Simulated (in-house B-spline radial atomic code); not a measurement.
Radial electron density of Zn⁷⁺, [Ar] (3d3/2)4 (5p3/2)1. Method: Dirac-Hartree-Fock, average of the jj configuration, Fermi nucleus of rms radius 3.9283 fm. Calculated with a B-spline radial code for spherical atoms.

Columns: r (bohr), 4πr²n(r) (electrons per bohr), bar.

```
 0.00187   0.8464 #
 0.00229    1.226 #
 0.00282    1.782 ##
 0.00346    2.557 ###
 0.00425    3.643 ####
 0.00522    5.134 #####
 0.00641    7.137 ########
 0.00788     9.78 ##########
 0.00968    13.12 ##############
  0.0119     17.2 ##################
  0.0146    21.83 #######################
  0.0179    26.72 ############################
   0.022    31.39 #################################
  0.0271    35.04 #####################################
  0.0333     36.8 #######################################
  0.0409    36.27 ######################################
  0.0502    33.83 ####################################
  0.0617    30.87 #################################
  0.0758    29.59 ###############################
  0.0931    31.65 #################################
   0.114    36.56 #######################################
    0.14    41.38 ############################################
   0.173    41.62 ############################################
   0.212    35.33 #####################################
    0.26    25.57 ###########################
    0.32    18.45 ####################
   0.393    17.86 ###################
   0.483    20.83 ######################
   0.593    21.16 ######################
   0.729     16.3 #################
   0.895     9.22 ##########
     1.1    3.802 ####
    1.35    1.193 #
    1.66   0.2323 
    2.04  0.04182 
     2.5   0.3081 
    3.08   0.5098 #
    3.78   0.3259 
    4.64  0.09068 
     5.7  0.01026 
    7.01 0.0004044 
    8.61 4.774e-06 
    10.6 1.224e-08
```

On this grid the curve has 4 maxima, near 0.0333, 0.173, 0.593, 3.08 bohr.

The 3d3/2 radial function P(r) = rR(r), positive near the nucleus, with its small component Q(r) (sign convention: Q ≈ (P' + κP/r)/2c):

```
r (bohr)         P           Q
  0.0179   0.00202    0.001884
  0.0271  0.006279    0.003871
  0.0409   0.01868    0.007525
  0.0617   0.05251     0.01361
  0.0931    0.1363     0.02226
    0.14    0.3134     0.03153
   0.212    0.6258     0.03698
    0.32     1.012     0.03309
   0.483     1.248      0.0199
   0.729     1.076    0.006048
     1.1    0.5764  -0.0004658
    1.66    0.1545  -0.0007825
     2.5   0.01452   -0.000116
```
